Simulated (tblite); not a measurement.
Start geometry of `[CH-]1[C@@]2(NC)C[C@H]2C[CH]1` [radical] from a force field or distance geometry (Å):
```
atom  x, y, z in Å
C1     2.6295   -0.2005   -0.0127
N2     1.3605   -0.6491   -0.5998
C3     0.2012   -0.0934    0.0750
C4    -0.2069    1.2838   -0.3011
C5    -1.6203    1.3491   -0.5499
C6    -2.2285   -0.0045   -0.3295
C7    -1.0839   -0.8991    0.0766
C8    -0.3075   -0.6814    1.3605
H9     3.4612   -0.6919   -0.5192
H10    2.7444    0.8827   -0.1183
H11    2.6819   -0.4568    1.0487
H12    1.3425   -0.4380   -1.5835
H13    0.4563    2.1256   -0.3052
H14   -2.1496    2.2460   -0.8284
H15   -2.9887    0.0472    0.4595
H16   -2.6901   -0.3654   -1.2375
H17   -1.1023   -1.8823   -0.3621
H18   -0.7288   -0.0314    2.1093
H19    0.2193   -1.5316    1.7750
```

Task: What comes out of this run: GFN2-xTB geometry optimisation, gas phase in tblite?

Result: 
```
atom  x, y, z in Å
C1     2.605   -0.180    0.019
N2     1.409   -0.728   -0.587
C3     0.191   -0.096   -0.086
C4    -0.191    1.257   -0.495
C5    -1.610    1.401   -0.251
C6    -2.241    0.029   -0.264
C7    -1.079   -0.902    0.013
C8    -0.284   -0.651    1.271
H9     3.487   -0.692   -0.381
H10    2.732    0.903   -0.137
H11    2.553   -0.359    1.095
H12    1.442   -0.559   -1.592
H13    0.488    2.094   -0.318
H14   -2.163    2.213   -0.734
H15   -3.044   -0.078    0.495
H16   -2.716   -0.257   -1.235
H17   -1.139   -1.927   -0.343
H18   -0.684    0.046    1.993
H19    0.234   -1.505    1.695
```

The energy falls by 0.373 eV over 62 L-BFGS steps, the largest force on an atom goes from 2.39 to 0.009 eV/Å, and the atoms move by 0.133 Å rms after alignment. The bond that changes most is C3–C8 (ends: carbon bonded to 3 C and N; carbon bonded to 2 C and 2 H), which lengthens by 0.039 Å. Bonds longer at the end by more than 0.005 Å: 13 of 20; shorter: 4. Among the angles that change most is C6–C5–H14, from 126.1° to 117.4°. Among the dihedrals that turn most is H13–C4–C5–H14, from 4° to 55°. Rotational constants go from 4182, 1639, 1400 to 4348, 1636, 1409 MHz. The orientation of the end geometry is arbitrary; only internal coordinates are fixed.

The run took 0.6 s of wall time on one thread, Arm Neoverse N1 (aarch64), no GPU, shared host with 64 logical CPUs at a one-minute load of 42.

Its GFN2-xTB frequencies are all real (lowest 86 cm⁻¹). Whether the extra electron is bound in the gas phase wasn't checked; a finite basis holds it in any case.

One conformer stands for the species.

All values are computed, not measured.
